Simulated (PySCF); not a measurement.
Field gradients from PBE0/pcSseg-1 densities (PySCF, non-relativistic) at PBE0-D3(BJ)/def2-SVP geometries, isolated species, one conformer each; χzz is the principal value of largest magnitude, with Q(11B) = 0.04059 b. With a basis this small, the couplings can be 20 % off.

Problem. These 11B couplings (χzz in MHz, η) are listed in rising order: (3.287, 0.63); (3.680, 0.05); (4.385, 0.00). Assign them to: the four-coordinate boron of `C[O+](C)[BH2-]C[SiH3]`; the three-coordinate boron of `COB(C)Cl`; the boron bonded to 3 C of `N#CB(C#N)C#N`.

Solution. 3.287 MHz, η 0.63: the three-coordinate boron of `COB(C)Cl`; 3.680 MHz, η 0.05: the four-coordinate boron of `C[O+](C)[BH2-]C[SiH3]`; 4.385 MHz, η 0.00: the boron bonded to 3 C of `N#CB(C#N)C#N`.

All sites together:

| nucleus | site | Vzz (au) | η | χzz (MHz) |
| --- | --- | --- | --- | --- |
| 11B | the four-coordinate boron of C[O+](C)[BH2-]C[SiH3] | 0.386 | 0.05 | 3.680 |
| 11B | the three-coordinate boron of COB(C)Cl | 0.345 | 0.63 | 3.287 |
| 11B | the boron bonded to 3 C of N#CB(C#N)C#N | 0.460 | 0.00 | 4.385 |
